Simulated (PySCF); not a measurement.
Correlation energy of Ti⁺ (titanium, charge +1)

[Ar] 3d3, high-spin 4F determinant (an excited configuration). All numbers are calculated (PySCF 2.14, the spin-free X2C one-electron Hamiltonian (Gaussian nucleus), in aug-cc-pVDZ-DK (7s6p4d2f, 59 functions)). Frozen: [Ar]; 3 electrons correlated.

| level | correlation energy (mhartree) |
| --- | --- |
| CCSD | -21.59 |
| (T) | -0.19 |
| CCSD(T) | -21.78 |

Diagnostics: T1 = 0.011, D1 = 0.0156, largest double amplitude 0.040.

Cost of the coupled-cluster step: about 2.7 core-seconds, for 3 correlated electrons.
